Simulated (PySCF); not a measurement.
Isomers of [C4H5O3S]- (charge -1), one GFN2-xTB conformer each. Single-point energies are computed at PBE0/pcSseg-1 (PySCF, gas phase, no added dispersion term), electronic only.

| SMILES | GFN2-xTB relative energy (kcal/mol) |
| --- | --- |
| C#CCCS(=O)(=O)[O-] | 8.2 |
| O=S(=O)([O-])[C@@H]1C=CC1 | 0.0 |

Conformers: `[CH:1]#[C:2][CH2:3][CH2:4][S:5](=[O:6])(=[O:7])[O-:8]` (charge -1) with C2–C3–C4–S5 180°; `[O:1]=[S:2](=[O:3])([O-:4])[C@@H:5]1[CH:6]=[CH:7][CH2:8]1` (charge -1) with O1–S2–C5–C6 166°.

What does PBE0/pcSseg-1 give for the same structures?

| SMILES | PBE0/pcSseg-1 E (Eh) | PBE0/pcSseg-1 (kcal/mol) | GFN2-xTB (kcal/mol) | point group |
| --- | --- | --- | --- | --- |
| O=S(=O)([O-])[C@@H]1C=CC1 | -778.63577 | 0.0 | 0.0 | – |
| C#CCCS(=O)(=O)[O-] | -778.62949 | 3.9 | 8.2 | Cs |

Both levels put the same isomer lowest. As drawn, the lower has a four-membered ring, which the higher lacks. Neighbours under 5.0 kcal/mol apart (O=S(=O)([O-])[C@@H]1C=CC1 and C#CCCS(=O)(=O)[O-]) can change places with a better method, another conformer or zero-point energy.
